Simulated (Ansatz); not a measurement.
Computed with Ansatz on PBE0-D4/def2-TZVP structures; ΔE is electronic, products minus reactants. CCSD(T)/CBS adds triple-zeta CCSD(T) − MP2 to the extrapolated MP2 energy (def2 sets, frozen cores). This one scheme is used for every species. Functionals use def2-TZVPP. For Se outer-core shells are correlated without core-valence functions, which leaves a few kJ/mol of doubt a bond. Scalar relativity is left out up to krypton. One conformer a species, not always the lowest.

`C[SiH2][Se]C` + `CC` → `CC[Se][SiH2]C` + CH₄  (formal exchange of groups at the Se–C bond)

(1) Is it downhill or uphill in electronic energy at CCSD(T)/CBS, and by how much? (Best estimate.)

(2) What do these levels give: ωB97X-V, ωB97M-V, r2SCAN, PBE0, CCSD/def2-TZVPP, SCS-MP2/def2-QZVPP? (Estimate.)

Largest T1 diagnostic among the species: 0.009.

Results:

(1) The calculation gave: Downhill: ΔE = -2.9 kcal/mol.

(2) Ansatz gave: ωB97X-V -2.2, ωB97M-V -2.4, r2SCAN -2.5, PBE0 -1.7, CCSD/def2-TZVPP -2.2, SCS-MP2/def2-QZVPP -2.7 kcal/mol.

The D4 term adds −1.3 kcal/mol with B3LYP and −0.7 kcal/mol with PBE0; it sums over pairs of atoms, weighted by their polarisabilities, and B3LYP, whose exchange is more repulsive, gets the larger term. In def2-TZVPP, CCSD(T) changes the Hartree–Fock value by −2.2 kcal/mol (the triples alone add −0.4 kcal/mol) and MP2 by −2.8 kcal/mol.

B3LYP here is the variant with VWN-RPA as its local correlation; programs differ in this.
